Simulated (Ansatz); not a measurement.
## A barrier at the coupled-cluster level

Start structure (SiNH5O3, closed shell), relaxed at PBE0-D4/def2-TZVP:

```
atom    x (Å)    y (Å)    z (Å)
 Si1  -0.1860  -0.0414   0.0513
  N2   1.5037   0.1169   0.0391
  O3  -0.7034  -0.3368  -1.4784
  H4  -0.2135  -1.0031  -1.9623
  O5  -1.0906   1.2468   0.5132
  O6  -0.4507  -1.2319   1.1390
  H7   2.0221  -0.0227   0.8902
  H8   1.9626   0.7664  -0.5767
  H9  -1.5421   1.7104  -0.1932
 H10  -1.3019  -1.2047   1.5777
```

The step: SiNH₅O₃ ([NH2][Si]([OH])([OH])[OH]) → SiH₂O₃ ([O][Si]([OH])[OH]) + NH₃ (still joined by a long Si–N bond); bonds formed: N2–H4; bonds broken: O3–H4; bonds weakened to dative contacts: Si1–N2. Ansatz 0.2.0; basis: def2-TZVPP and def2-QZVPP; cores frozen in the correlated methods. Extrapolation: Hartree–Fock as exp(−7.88 √X), correlation as X^−2.97. Energies below are by CCSD(T) at an estimated basis limit (MP2 extrapolated from triple and quadruple zeta, plus CCSD(T) − MP2 in triple zeta).

Q: What are the electronic barrier and the energy of the step, from the start structure to the end structure? (To be estimated.)

A: By the calculation: Barrier 41.74 kcal/mol; step energy 26.21 kcal/mol (uphill); reverse barrier, their difference, 15.53 kcal/mol. Barrier and step energy count from the start structure, the reverse barrier from the end structure.

The saddle point: One imaginary mode of 1349i cm⁻¹.
| pair | start (Å) | saddle (Å) | end (Å) |
| --- | --- | --- | --- |
| N2–H4 | 2.87 | 1.22 | 1.02 |
| Si1–N2 | 1.70 | 1.85 | 1.93 |
| O3–H4 | 0.96 | 1.38 | 2.99 |

Zero-point energy (harmonic, PBE0-D4): ZPE is 44.05 kcal/mol at the start and 42.44 kcal/mol at the saddle, so the barrier goes from 41.74 to 40.12 kcal/mol.

First-order rate constant out of the start structure at 898 K by transition-state theory, with harmonic vibrational free energies alone and no tunnelling: ΔA‡ = 43.80 kcal/mol, so k = (kB T/h) exp(−ΔA‡/kB T) ≈ 10^3 s⁻¹ (an order of magnitude at best: rotation, the number of equivalent paths and anharmonicity are left out).

The T1 diagnostic stays at or below 0.013.

Labels in which every atom is bracketed show which atoms are joined, not bond orders.

For scale, one of the runs: CCSD(T)/def2-TZVPP, 236 basis functions, launched by `ansatz run in.yaml --threads 4 --pin off --events-out ev --progress --plain --max-ram 9574MiB`. Hardware: 4 CPU threads of an Arm Neoverse V2, shared host. Wall time 2.1 min; peak host memory 4.5 GiB.
